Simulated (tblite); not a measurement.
Species: C5H8BrGa.
Numbering: `[CH2:1]=[C:2]([CH3:3])/[CH:4]=[CH:5]/[GaH:6][Br:7]` (hydrogens: H8, H9 on C1; H10, H11, H12 on C3; H13 on C4; H14 on C5; H15 on Ga6)

Computed with GFN2-xTB (tblite), gas phase: L-BFGS steps from a force-field or distance-geometry start until the largest atomic force falls under 0.01 eV/Å.

Step 3: E = -545.3144 eV
```
atom  x, y, z in Å  |  force x, y, z in eV/Å
C1     -1.2269   -1.1589    1.1774    0.355   0.272  -0.275
C2     -0.9025   -0.4035    0.1311   -0.109   0.458  -0.835
C3     -1.9678    0.0208   -0.8900    1.731   0.044   0.801
C4      0.5008    0.0171   -0.0908   -0.433  -0.287   0.228
C5      0.9661    0.7494   -1.1199   -0.735  -0.267  -0.106
Ga6     2.9569    1.0298   -0.9349   -0.196   0.366   0.758
Br7     4.2470   -0.8305   -0.4441   -0.089   0.309  -0.165
H8     -2.2225   -1.4894    1.3712   -0.266  -0.090   0.014
H9     -0.4642   -1.4545    1.8601    0.193  -0.191   0.408
H10    -2.1137    1.0815   -0.8242   -0.145   0.548   0.045
H11    -1.6280   -0.2115   -1.8797    0.099  -0.199  -0.516
H12    -2.8654   -0.4846   -0.6839   -1.073  -0.538   0.194
H13     1.1998   -0.3415    0.6743   -0.165  -0.031  -0.119
H14     0.1945    1.0833   -1.8283    0.630   0.045   0.038
H15     3.3214    2.4003   -0.0458    0.206  -0.438  -0.471
```

Step 4: E = -545.3985 eV
```
atom  x, y, z in Å  |  force x, y, z in eV/Å
C1     -1.2230   -1.1568    1.1769    0.398   0.464  -0.568
C2     -0.9007   -0.3954    0.1196   -0.029  -0.147   0.119
C3     -1.9533    0.0179   -0.8794    0.626   0.037   0.255
C4      0.4983    0.0184   -0.0948   -0.365  -0.289   0.238
C5      0.9672    0.7465   -1.1251   -0.504  -0.264   0.021
Ga6     2.9514    1.0205   -0.9075   -0.374   0.628   0.579
Br7     4.2358   -0.8083   -0.4532    0.118   0.006  -0.078
H8     -2.2214   -1.4906    1.3718   -0.153  -0.028  -0.036
H9     -0.4659   -1.4595    1.8683    0.140  -0.108   0.268
H10    -2.1115    1.0849   -0.8262   -0.103   0.339   0.063
H11    -1.6262   -0.2100   -1.8828    0.046  -0.169  -0.291
H12    -2.8784   -0.4901   -0.6819   -0.327  -0.161   0.080
H13     1.1917   -0.3445    0.6732   -0.142  -0.026  -0.117
H14     0.2038    1.0839   -1.8279    0.464   0.109  -0.114
H15     3.3279    2.3910   -0.0585    0.205  -0.390  -0.417
```

Step 5: E = -545.4556 eV
```
atom  x, y, z in Å  |  force x, y, z in eV/Å
C1     -1.2138   -1.1470    1.1661   -0.057  -0.305   0.442
C2     -0.8992   -0.3944    0.1166    0.165  -0.003  -0.018
C3     -1.9367    0.0162   -0.8694   -0.443   0.138  -0.370
C4      0.4900    0.0148   -0.0947   -0.171  -0.270   0.266
C5      0.9572    0.7370   -1.1240   -0.021  -0.107   0.017
Ga6     2.9395    1.0301   -0.8805   -0.436   0.452   0.411
Br7     4.2331   -0.7972   -0.4596    0.128  -0.013  -0.063
H8     -2.2229   -1.4914    1.3709    0.259   0.141  -0.152
H9     -0.4641   -1.4642    1.8779   -0.073   0.056  -0.050
H10    -2.1123    1.0936   -0.8259    0.010  -0.039   0.066
H11    -1.6242   -0.2128   -1.8901   -0.012  -0.083   0.078
H12    -2.8893   -0.4947   -0.6797    0.323   0.157  -0.006
H13     1.1846   -0.3468    0.6703   -0.105  -0.053  -0.066
H14     0.2178    1.0871   -1.8312    0.205   0.148  -0.254
H15     3.3358    2.3775   -0.0743    0.228  -0.220  -0.303
```

Q: Estimate the geometry and energy of step 6. (The exact step hangs on the optimiser's Hessian estimate; all steps are aligned on step 5, rigid shifts and turns removed.)

A: E = -545.4843 eV, largest force 0.687 eV/Å
```
atom  x, y, z in Å  |  force x, y, z in eV/Å
C1     -1.2098   -1.1476    1.1690   -0.078  -0.127   0.156
C2     -0.8963   -0.3928    0.1135   -0.088  -0.265   0.309
C3     -1.9347    0.0175   -0.8698   -0.566   0.094  -0.377
C4      0.4845    0.0105   -0.0926   -0.008  -0.088   0.022
C5      0.9553    0.7315   -1.1247    0.056  -0.112   0.135
Ga6     2.9270    1.0363   -0.8567   -0.429   0.328   0.273
Br7     4.2304   -0.7862   -0.4657    0.147  -0.046  -0.047
H8     -2.2189   -1.4898    1.3684    0.205   0.120  -0.126
H9     -0.4656   -1.4663    1.8824   -0.009   0.053  -0.030
H10    -2.1115    1.0958   -0.8255    0.021  -0.080   0.054
H11    -1.6235   -0.2141   -1.8914   -0.025  -0.061   0.106
H12    -2.8911   -0.4952   -0.6785    0.434   0.217  -0.026
H13     1.1781   -0.3495    0.6683   -0.030  -0.097   0.025
H14     0.2279    1.0907   -1.8364    0.120   0.136  -0.266
H15     3.3440    2.3670   -0.0879    0.251  -0.072  -0.208
```

The energy changes by -0.0287 eV. The first-order estimate −F·Δx gives -0.0363 eV and the mean of the old and new forces, exact on a quadratic surface, -0.0286 eV. The step makes an angle of 52° with the force vector and moves no atom by more than 0.028 Å.

What follows is the cost of the whole relaxation. Time: 1.8 s. Hardware: AMD EPYC 7R43, one thread, on a shared host.
